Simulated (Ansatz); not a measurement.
`CO[Si]F` + HBr → `F[Si]Br` + CH₃OH at 600 K and 1 bar (ligand exchange at the Si–O bond).

Isolated molecules relaxed with PBE0-D4/def2-TZVP in Ansatz; ΔE leaves out vibrations. CCSD(T)/CBS adds triple-zeta CCSD(T) − MP2 to the extrapolated MP2 energy (def2 sets, frozen cores). This one scheme is used for every species. For Br outer-core shells are correlated without core-valence functions, which leaves a few kJ/mol of doubt a bond. Scalar relativity is left out up to krypton. One conformer a species, not always the lowest.

```tsv
species	CCSD(T)/CBS energy (Eh)	H − E (kJ/mol)	S (J/(mol·K))
`CO[Si]F`	-503.96814	161.1	368.2
HBr	-2573.91920	33.5	219.1
`F[Si]Br`	-2962.26094	37.1	324.0
CH₃OH	-115.61712	163.6	277.3
```

H − E and S are ideal-gas, rigid-rotor, harmonic terms from PBE0-D4/def2-TZVP, for one conformer and one mirror image of each species. 1 Eh = 2625.50 kJ/mol, R = 8.31446 J/(mol·K).

Task: By hand: ΔE, ΔH, ΔS and ΔG.

Result: ΔE = (-2962.26094) + (-115.61712) − (-503.96814) − (-2573.91920) = 0.00928 Eh = 24.4 kJ/mol. Δ(H − E) = 37.1 + 163.6 − 161.1 − 33.5 = 6.1, so ΔH = 30.5 kJ/mol. ΔS = 324.0 + 277.3 − 368.2 − 219.1 = 14.0 J/(mol·K). ΔG = 30.5 − 600 × (14.0)/1000 = 22.1 kJ/mol.

Task: By hand: the equilibrium constant, and the temperature at which ΔG would vanish if ΔH and ΔS stayed fixed.

Result: log₁₀ K = −ΔG/(RT ln 10) = -1.9. ΔG = 0 at ΔH/ΔS = 2179 K, though so small a ΔS makes that figure unsure.

The number of gas molecules stays the same, so ΔS is small and ΔH decides. A doubt of 5 kJ/mol in ΔE shifts log₁₀ K by 0.4 here. Other conformers and mirror images would add mixing entropy, several J/(mol·K) or more a flexible species. These are equilibria of isolated gas molecules and say nothing of rates. Largest T1 diagnostic: 0.014 (customary marks: 0.02 for closed shells, 0.045 for open ones).
